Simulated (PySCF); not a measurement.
## Correlation energy of F⁺ (fluorine, charge +1)

[He] 2s2 2p4, high-spin 3P determinant. Computed with PySCF 2.14 in aug-cc-pVDZ-DK, with scalar relativity by spin-free X2C-1e. Frozen: 1s2; 6 electrons correlated.

MP2 pair energies summed by pair of shells (mhartree):

| pair | energy | share (%) |
| --- | --- | --- |
| 2p-2p | -49.45 | 47.9 |
| 2s-2p | -46.21 | 44.8 |
| 2s-2s | -7.55 | 7.3 |

Total MP2 correlation energy: -103.21 mhartree.

Same-spin part -25.32 and opposite-spin part -77.90 mhartree; SCS-MP2 scales them by 1/3 and 6/5 to -101.92 mhartree.

```
  level  correlation energy (mhartree)
   CCSD                        -118.26
    (T)                          -1.22
CCSD(T)                        -119.48
```

Diagnostics: T1 = 0.0053, D1 = 0.0090, largest double amplitude 0.035.

Cost of the coupled-cluster step: 0.13 s of wall time on 1 thread of Neoverse-V2 (shared host), for 6 correlated electrons.
